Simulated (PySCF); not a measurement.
OSn, charge -1, doublet, at a GFN2-xTB geometry (such geometries of metal compounds can be far from the true shape) (a state made from the parent by changing its charge; the spin is typed, not shown lowest) (core potentials on Sn) (in this run its highest filled SCF level lies above zero, so its values depend strongly on the basis, on diffuse functions most of all). Base run: PBE/def2-TZVP run with PySCF.

Here is a job for PySCF.
```python
from pyscf import gto, scf, dft

mol = gto.Mole()
mol.atom = '''
    Sn   -0.000000   -0.000000   -0.266800
    O     0.000000    0.000000    1.667501
'''
mol.basis = 'def2-tzvp'
mol.ecp = {'Sn': 'def2-tzvp'}
mol.charge = -1
mol.spin = 1
mol.verbose = 3
mol.build()

mf = dft.UKS(mol)
mf.xc = 'pbe'
mf.kernel()
mf.analyze()
```

The base run was repeated with changes; each row names its change, and settings that it needs were set with it.

```
change                                     ΔE vs base (µEh)  grid points  electrons on the grid                outcome
-----------------------------------------  ----------------  -----------  ---------------------  ---------------------
base                                                    0.0        36040               31.00000              converged
small_rho_cutoff = 0                                    0.0        36040               31.00000              converged
grids.level = 4                                         0.0        60392               31.00000              converged
grids.atom_grid = (99, 590)                            -0.1        59872               31.00000              converged
grids.radi_method = delley                             -0.1        35200               31.00000              converged
grids.atom_grid = (30, 110)                               -            -                      -          not converged
grids.level = 2                                         7.8        25256               30.99999              converged
grids.atom_grid = (75, 302)                             7.7        27376               30.99999              converged
grids.prune = dft.gen_grid.treutler_prune               0.0        34496               31.00000              converged
grids.level = 5                                        -0.1        89984               31.00000              converged
grids.prune = dft.gen_grid.sg1_prune                      -            -                      -  stopped with an error
```

Open shells are given as the SCF converged; they aren't shown to be the lowest states, and a large step between rows can be another state.

- grids.prune = dft.gen_grid.sg1_prune: ended with `IndexError: index 50 is out of bounds for axis 0 with size 19`
